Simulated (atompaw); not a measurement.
Plane-wave convergence, PAW (atompaw) potential for silicon

| Item | Value |
| --- | --- |
| Element | silicon |
| Generator | atompaw 4.2.0.5 |
| Type | PAW |
| Functional | LDA (PW92) |
| Relativity | non-relativistic |
| Frozen core | [Ne] |
| Valence charge | 4 |
| Reference configuration | 3s2 3p1.75 (charge +0.25) |
| Partial waves | 3s (bound): rc 2.05 bohr; 3s channel at 3.6 Ry: rc 2.05 bohr; 3p (bound): rc 2.05 bohr; 3p channel at 1.35 Ry: rc 2.00 bohr |
| Local potential | bessel scheme, radius 1.60 bohr |
| Core correction | smooth core density matched at 1.35 bohr |
| Augmentation charge | sinc compensation charge, radius 2.05 bohr; PAW radius 2.05 bohr; waves and projectors: custom polynom vanderbiltortho |

The pseudo-atom Hamiltonian at the reference potential is diagonalised in spherical Bessel functions j_l(qr) that vanish at 20 bohr, with q² up to the cutoff. All-electron valence levels (Ry): 3s -0.9357, 3p -0.4348.

Q: How do the lowest levels (Ry) of each channel move with the cutoff, and are there ghosts?

A:

| cutoff (Ry) | s #1 | p #1 | d #1 | d #2 | f #1 | Σ f·Δε (mRy) |
| --- | --- | --- | --- | --- | --- | --- |
| 8 | -0.9327 | -0.4343 | 0.0053 | 0.0764 | 0.0735 | 6.9 |
| 10 | -0.9345 | -0.4347 | 0.0052 | 0.0761 | 0.0735 | 2.7 |
| 12 | -0.9354 | -0.4347 | 0.0051 | 0.0760 | 0.0735 | 0.9 |
| 15 | -0.9356 | -0.4347 | 0.0051 | 0.0760 | 0.0735 | 0.3 |
| 18 | -0.9357 | -0.4348 | 0.0051 | 0.0760 | 0.0735 | 0.2 |
| 400 | -0.9357 | -0.4348 | 0.0051 | 0.0760 | 0.0735 | 0.0 |

Result: no extra level below or beside the all-electron valence levels (s, p, d, f tested); 10 mRy is reached at 8 Ry and 1 mRy at 12 Ry.
